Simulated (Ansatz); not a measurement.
The cluster Si₈P⁻. The state is a singlet with charge -1. Geometry r2SCAN-D4/def2-SVPD, basis def2-TZVPD, Ansatz.

| atom | x (Å) | y (Å) | z (Å) |
| --- | --- | --- | --- |
| P1 | -2.1118 | -0.5484 | -0.3181 |
| Si2 | 1.0944 | 0.9703 | 0.9214 |
| Si3 | 1.7586 | -0.6274 | -0.9298 |
| Si4 | 1.3092 | -1.2513 | 1.6302 |
| Si5 | -0.4742 | 0.0517 | -1.8953 |
| Si6 | 0.9234 | 1.8938 | -1.2236 |
| Si7 | -1.0202 | -0.2105 | 1.8013 |
| Si8 | -0.2294 | -1.9387 | -0.0898 |
| Si9 | -1.2500 | 1.6604 | 0.1038 |

| run | HOMO (eV) | LUMO (eV) |
| --- | --- | --- |
| A | -1.56 | -0.25 |
| B | -2.41 | 0.19 |
| C | -1.73 | -0.30 |
| D | -2.08 | 0.20 |
| E | -2.30 | 0.23 |

B3LYP takes the VWN-RPA correlation. The structure comes from a short search, and lower isomers may exist.

Problem. The runs used B3LYP, PBE, PBE0, r2SCAN, r2SCAN0. Estimate which is which.

Solution. A PBE (0 % exact exchange); B r2SCAN0 (25 % exact exchange); C r2SCAN (0 % exact exchange); D B3LYP (20 % exact exchange); E PBE0 (25 % exact exchange). Exact exchange lowers occupied and raises empty levels; among semilocal functionals meta-GGAs tend to open the gap a little, and such runs are hard to tell apart. The gap grows from 1.30 eV (PBE) to 2.60 eV (r2SCAN0). The restricted singlet is unstable towards broken spin symmetry in Hartree–Fock (as tested in another run); at PBE-D4/def2-TZVPD, r2SCAN0-D4/def2-TZVPD, r2SCAN-D4/def2-TZVPD, B3LYP-D4/def2-TZVPD and others this wasn't settled.
